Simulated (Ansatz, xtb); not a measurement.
# Relative energy of two structures of C4H10OSi2

Structure X: a triplet given by its coordinates. Structure Y: `[SiH3]O[SiH2][C@@H]1C=CC1`, a singlet. Both are isolated molecules in the gas phase, relaxed with PBE-D3(BJ)/def2-SVP; the shapes shown needn't be the lowest conformers.

X (Å):

```xyz
17

C    -0.7975    2.5882    1.5594
C    -1.8621    2.1699    0.6607
C    -1.6123    1.4893   -0.6483
C    -0.3983    2.0588   -1.4429
O     0.5827   -0.1557   -0.0820
Si    1.2012    1.2880   -0.7349
Si   -1.0920   -0.3414   -0.2521
H    -0.3210    1.8902    2.2770
H    -0.4580    3.6395    1.6211
H    -2.9027    2.1386    1.0427
H    -2.5372    1.4924   -1.2646
H    -0.4693    1.7442   -2.5064
H    -0.3979    3.1692   -1.4325
H     2.1986    0.9690   -1.8168
H     1.8951    2.0916    0.3282
H    -1.6913   -0.8596    1.0226
H    -1.4043   -1.2993   -1.3772
```

Close contacts (Å): C1–C2 1.45, C2–C3 1.50, C3–C4 1.56, C3–Si7 1.94, C4–Si6 1.91, O5–Si6 1.70, O5–Si7 1.69, C1–H8 1.11, C1–H9 1.11, C2–H10 1.11, C3–H11 1.11, C4–H12 1.11, C4–H13 1.11, Si6–H14 1.51, Si6–H15 1.50, Si7–H16 1.50, Si7–H17 1.51.

Y (Å):

```yaml
atoms:
  - { symbol: C, position_ang: [-1.4445, 0.9424, -0.4606] }
  - { symbol: C, position_ang: [-1.3888, 2.4342, -0.7513] }
  - { symbol: C, position_ang: [-1.6269, 2.7988, 0.5325] }
  - { symbol: C, position_ang: [-1.7734, 1.3731, 1.0231] }
  - { symbol: O, position_ang: [1.3756, 0.7939, 0.2481] }
  - { symbol: Si, position_ang: [2.0480, 2.3086, 0.4893] }
  - { symbol: Si, position_ang: [0.1986, 0.0258, -0.6684] }
  - { symbol: H, position_ang: [1.8766, 3.1829, -0.7251] }
  - { symbol: H, position_ang: [1.4152, 2.9793, 1.6768] }
  - { symbol: H, position_ang: [3.5153, 2.1263, 0.7608] }
  - { symbol: H, position_ang: [0.0983, -1.3883, -0.1696] }
  - { symbol: H, position_ang: [0.5997, 0.0168, -2.1220] }
  - { symbol: H, position_ang: [-2.2589, 0.3812, -0.9734] }
  - { symbol: H, position_ang: [-1.1958, 2.9948, -1.6801] }
  - { symbol: H, position_ang: [-1.6856, 3.7692, 1.0496] }
  - { symbol: H, position_ang: [-2.7925, 1.0830, 1.3554] }
  - { symbol: H, position_ang: [-1.0460, 1.0448, 1.7972] }
```

Task: Estimate E(Y) − E(X) at the level CCSD(T)/def2-SVP + ΔMP2/def2-TZVPP.

Result: Calculated at CCSD(T)/def2-SVP + ΔMP2/def2-TZVPP: E(Y) − E(X) = −41.0 kcal/mol, so structure Y lies lower.

The same difference at several levels:

| level | geometry | E(Y) − E(X) (kcal/mol) | departure from the last row (kcal/mol) | job, with rough time for the two |
| --- | --- | --- | --- | --- |
| PBE-D3(BJ)/def2-SVP | PBE-D3(BJ)/def2-SVP | −36.0 | +4.9 | optimisation, 1.7 min |
| HF/def2-SVP | PBE-D3(BJ)/def2-SVP | −19.9 | +21.1 | part of the CCSD(T) run |
| MP2/def2-SVP | PBE-D3(BJ)/def2-SVP | −43.1 | −2.2 | part of the CCSD(T) run |
| CCSD(T)/def2-SVP | PBE-D3(BJ)/def2-SVP | −40.4 | +0.5 | single point |
| CCSD(T)/def2-SVP + ΔMP2/def2-TZVPP | PBE-D3(BJ)/def2-SVP | −41.0 |  | single point, 3.6 min |

None of the levels shown reverses the order. The largest departure from CCSD(T)/def2-SVP + ΔMP2/def2-TZVPP is that of HF/def2-SVP, 21.1 kcal/mol. At CCSD(T)/def2-SVP + ΔMP2/def2-TZVPP a singlet with the links of X lies below this triplet. Levels run at GFN2-xTB geometries aren't shown. The last row adds to CCSD(T) the change of the MP2 difference between the two basis sets, here −0.5 kcal/mol.

With thermal terms from frequencies at re-optimised GFN2-xTB minima (ideal gas, soft modes damped towards free rotors, one conformer each, 298.15 K, 1 atm): the zero-point term adds +0.7 kcal/mol; ΔH is −40.0 and ΔG −41.7 kcal/mol.

Open shells are spin-unrestricted. The correlated steps freeze 15 core orbitals. ΔG holds the spin degeneracy. Mirror images aren't counted in ΔG. Programs: Ansatz 0.2.0, xtb 6.7.1; the last row on 4 threads of Arm Neoverse V2 on a shared host.
